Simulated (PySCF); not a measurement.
CH6AlClSi, SMILES [CH3][Al]([SiH3])[Cl]. Heavy atoms are numbered as in [Al:1]([Cl:2])([CH3:3])[SiH3:7]. Hydrogens are named by the atom that carries them.

Geometry: r2SCAN-D4/def2-SVP.

Computed with PBE/pcSseg-1 (PySCF).

GIAO shieldings, no solvent; atoms alike by connectivity are averaged. δ = σ(ref) − σ: ³⁵Cl against HCl (σ = 936.5 ppm); ¹³C against TMS (σ = 182.0 ppm); ¹H against TMS (σ = 31.49 ppm); ²⁹Si against TMS (σ = 335.4 ppm), references at their B3LYP-D3(BJ)/def2-TZVP geometries, non-relativistic (without spin–orbit terms, shifts of atoms bonded to Cl or Br come out too high).

| atoms | nucleus | count | δ (ppm) |
|---|---|---|---|
| Cl2 | ³⁵Cl | 1 | 164.2 |
| C3 (CH3) | ¹³C | 1 | [?] |
| H on Si7 | ¹H | 3 | 3.43 |
| H on C3 | ¹H | 3 | 0.41 |
| Si7 (SiH3) | ²⁹Si | 1 | [?] |

### Question
What belongs in the gaps? (Estimate from the structure and the level; the computed values follow.)

### Answer

- C3 (CH3), δ (ppm): 3.2
- Si7 (SiH3), δ (ppm): -137.3
